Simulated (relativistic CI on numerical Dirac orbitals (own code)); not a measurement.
**Radial parameters of Sr32+**

These numbers are calculated, not measured: Dirac-Coulomb-Breit CI, KLI orbitals optimised for each configuration, a model potential for QED, unscaled Slater integrals (own radial code, finite nucleus).

Slater integrals F^k, G^k are unscaled and averaged over j, outside the closed core 1s2; ζ comes from projecting the Hamiltonian with its Breit term on Σ l·s of the shell.

- 2s2.2p2: F^2(2p,2p) = 682170, ζ(2p) = 410350 cm⁻¹; <r>(2p) = 0.1399, <r^2>(2p) = 0.02365 (bohr units).
- 2s.2p3: F^2(2p,2p) = 680940, G^1(2s,2p) = 722480, ζ(2p) = 407730 cm⁻¹; <r>(2s) = 0.1628, <r^2>(2s) = 0.03109, <r>(2p) = 0.1401, <r^2>(2p) = 0.02374 (bohr units).
- 2p4: F^2(2p,2p) = 679040, ζ(2p) = 405170 cm⁻¹; <r>(2p) = 0.1405, <r^2>(2p) = 0.02386 (bohr units).

Averages of the first 10 configurations, taken without configuration mixing, which lowers the lowest level and can move excited configurations by several eV; other configurations of the list can lie among them:

| Configuration | Parity | States | Average energy above the lowest level (eV) |
| --- | --- | --- | --- |
| 2s2.2p2 | even | 15 | 101.9 |
| 2s.2p3 | odd | 40 | 276.5 |
| 2p4 | even | 15 | 480.4 |
| 2p3.3s | odd | 40 | 2676.0 |
| 2p3.3p | even | 120 | 2727.2 |
| 2p3.3d | odd | 200 | 2776.5 |
| 2s2.2p.3s | odd | 12 | 2336.8 |
| 2s2.2p.3p | even | 36 | 2392.4 |
| 2s2.2p.3d | odd | 60 | 2442.0 |
| 2s.2p2.3s | even | 60 | 2491.6 |
